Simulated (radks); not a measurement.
Values are calculated unless marked as measured or tabulated.
Q: These are the eigenvalues of the occupied orbitals of an atom or ion with whole-number occupations (eV). Level of theory: scalar-relativistic Kohn-Sham, PBEsol, spin-polarised, spherical densities, point nucleus (a radial shooting solver on a logarithmic mesh with Libxc functionals).

| orbital | eigenvalue |
|---|---|
| 1s up | -27739.44 |
| 1s down | -27739.43 |
| 2s up | -4153.599 |
| 2s down | -4153.599 |
| 2p up | -3728.715 |
| 2p down | -3728.709 |
| 3s up | -787.8809 |
| 3s down | -787.8732 |
| 3p up | -648.7655 |
| 3p down | -648.7568 |
| 3d up | -432.6352 |
| 3d down | -432.6282 |
| 4s up | -119.4548 |
| 4s down | -119.4423 |
| 4p up | -77.9691 |
| 4p down | -77.9541 |
| 4d up | -18.5694 |
| 4d down | -18.4987 |
| 5s up | -8.4911 |
| 5s down | -7.8916 |
| 5p up | -2.7935 |

Which element is it, and in what charge state? The configuration may be excited. Open shells, if any, are filled with parallel spins first.

A: Z = 49, indium, charge 0: In in [Kr] 4d10 5s2 5p1. The list shows which subshells hold electrons but not how many an open one holds; the 1s level, -1019.4 hartree, gives Z - s = 45.2 by -(Z - s)^2/2, which with screening and relativity narrows Z to a few neighbours, and the depths of the outer levels then fix element, charge and occupations together.
